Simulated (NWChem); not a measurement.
System meant: SiBrCl3; SMILES Cl[Si](Cl)(Cl)Br

Here is an NWChem input.

```
start job
memory heap 200 mb stack 900 mb global 1100 mb
geometry units angstroms noautoz
  Cl    -1.764248    -0.754844     1.100536
  Si     0.000000     0.000000     0.412282
  Cl     1.535838    -1.150462     1.100536
  Cl     0.228410     1.905306     1.100536
  Br     0.000000     0.000000    -1.781453
end
basis spherical
  * library def2-svp
end
dft
  xc b3lyp
  iterations 150
end
tddft
  cis
  nroots 4
  notriplet
end
task tddft energy
```

End of the output:

```
 Vector   53  Occ=0.000000D+00  E= 2.623742D-02  Symmetry=e+
              MO Center=  1.5D-01, -1.1D-01,  1.9D-01, r^2= 3.7D+00
   Bfn.  Coefficient  Atom+Function         Bfn.  Coefficient  Atom+Function
  ----- ------------  ---------------      ----- ------------  ---------------
    29      0.823323  2 Si px                30      0.788298  2 Si py
     4      0.464829  1 Cl s                 58     -0.434912  4 Cl s
    11      0.372335  1 Cl px                66      0.354292  4 Cl py
    26      0.311980  2 Si px                27      0.298708  2 Si py
    48     -0.243385  3 Cl py                13     -0.224959  1 Cl pz

 center of mass
 --------------
 x =   0.00000000 y =   0.00000000 z =  -0.12804250

 moments of inertia (a.u.)
 ------------------
        2062.209091970256           0.000000000000          -0.000000000000
           0.000000000000        2062.209091970256           0.000000000000
          -0.000000000000           0.000000000000        1379.515763003885

     Multipole analysis of the density
     ---------------------------------

     L   x y z        total         alpha         beta         nuclear
     -   - - -        -----         -----         ----         -------
     0   0 0 0     -0.000000    -50.000000    -50.000000    100.000000

     1   1 0 0     -0.000000     -0.000000     -0.000000      0.000000
     1   0 1 0     -0.000000     -0.000000     -0.000000      0.000000
     1   0 0 1     -0.061682     -0.030841     -0.030841      0.000000

     2   2 0 0    -50.481776   -192.902735   -192.902735    335.323695
     2   1 1 0     -0.000000     -0.000000     -0.000000      0.000000
     2   1 0 1     -0.000000     -0.000000     -0.000000      0.000000
     2   0 2 0    -50.481776   -192.902735   -192.902735    335.323695
     2   0 1 1     -0.000000     -0.000000     -0.000000     -0.000000
     2   0 0 2    -49.827121   -337.779687   -337.779687    625.732254

 ------------------------------------------------------------------------
 tddft_init: non-Abelian symmetry not permitted                   0
 ------------------------------------------------------------------------
 ------------------------------------------------------------------------
  current input line :
    22: task tddft energy
 ------------------------------------------------------------------------
 ------------------------------------------------------------------------
 There is an error related to the specified geometry
 ------------------------------------------------------------------------
 For more information see the NWChem manual at https://nwchemgit.github.io

0:tddft_init: non-Abelian symmetry not permitted:Received an Error in Communication
```

Task: Can this run be used? If not, why, and what is the fix?

Result: The program stopped with an error. Cause: the TDDFT module takes Abelian point groups alone, and the geometry was found to have a non-Abelian one. This input runs:
```
start job
memory heap 200 mb stack 900 mb global 1100 mb
geometry units angstroms noautosym nocenter noautoz
  Cl    -1.764248    -0.754844     1.100536
  Si     0.000000     0.000000     0.412282
  Cl     1.535838    -1.150462     1.100536
  Cl     0.228410     1.905306     1.100536
  Br     0.000000     0.000000    -1.781453
end
basis spherical
  * library def2-svp
end
dft
  xc b3lyp
  iterations 150
end
tddft
  cis
  nroots 4
  notriplet
end
task tddft energy
```
It converges to -4243.68716 Ha (B3LYP/def2-SVP, TDA).
